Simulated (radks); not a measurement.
The numbers below are computed, except where a source is named.
The molybdenum ion Mo2+ inside a hard spherical wall (all orbitals vanish at R), configuration held at [Kr] 4d4 and not refilled when levels cross. Level of theory: scalar-relativistic Kohn-Sham, PBEsol, spin-polarised, spherical densities, finite nucleus; open shells are filled with parallel spins first (spin-orbit coupling, left out, can overturn this in heavy ions); Fermi nuclear charge, rms radius 4.4091 fm (a radial shooting solver on a logarithmic mesh with Libxc functionals). Eigenvalues in eV for spin up, with the zero of energy where the potential of the charges vanishes at infinity; a dash marks a level that is unbound or too diffuse for the functional's potential to be trusted. A positive occupied level is held by the wall or, in an anion where self-interaction has pushed it up, behind a barrier. The pressure on the wall is -dE/dV.

R (bohr)  E (hartree)  kinetic (hartree)    e(3d)    e(4s)    e(4p)    e(4d)  e(5s, empty)  e(5p, empty)  pressure (GPa)
free      -4045.66809           4171.025  -239.48  -83.569  -57.702  -21.920       -18.301       -13.020               0
20        -4045.66809           4171.025  -239.48  -83.569  -57.702  -21.920       -18.301       -13.020        < 0.0001
12        -4045.66809           4171.025  -239.48  -83.569  -57.702  -21.920       -18.301       -13.020        < 0.0001
10        -4045.66809           4171.025  -239.48  -83.569  -57.702  -21.920       -18.301       -13.017        < 0.0001
6         -4045.66673           4171.040  -239.40  -83.500  -57.636  -21.857       -18.061       -12.297           0.181
5         -4045.65796           4171.113  -239.07  -83.215  -57.366  -21.579       -17.159       -10.557            1.87
3         -4045.11320           4174.078  -231.24  -77.394  -51.689  -14.235         4.738        18.469             316
1.5       -4018.51671           4270.366  -138.91   12.478   48.329   106.88        338.19        369.89           87500
